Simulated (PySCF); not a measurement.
These are PBE-D3(BJ)/def2-TZVP // B3LYP-D3(BJ)/def2-TZVP (PySCF) values and carry that method's errors. Gas-phase values, no solvent. One relaxed conformer stands for a flexible species; it need not be the lowest. Excitations are Tamm–Dancoff values on a coarser integration grid. The basis has no diffuse functions, so Rydberg states are missing or too high.

Reference species (SMILES): `[SiH2]=CO[SiH3]` (Si–C–O–Si torsion 0°) (neutral, multiplicity 1).

```
Item               Result
---------------  --------
S1–T1 gap (TDA)   1.63 eV
LUMO             -1.81 eV
HOMO–LUMO gap     3.19 eV
```

After one change: the S1–T1 gap (TDA) rises by 0.19 eV; the LUMO falls by 0.59 eV; the HOMO–LUMO gap rises by 0.11 eV.

### Question
Which change was made? The new species is one of these.
(A) `[SiH3][C@@H]1O[SiH2]1`
(B) `OC(=[SiH2])[SiH3]` (H–O–C–Si torsion 161°)
(C) `OC[SiH]=[SiH2]` (H–O–C–Si torsion -173°, O–C–Si–Si torsion -106°)
(D) `C=[SiH][SiH2]O` (C–Si–Si–O torsion -11°, Si–Si–O–H torsion -47°)

### Answer
D, `C=[SiH][SiH2]O` (C–Si–Si–O torsion -11°, Si–Si–O–H torsion -47°)
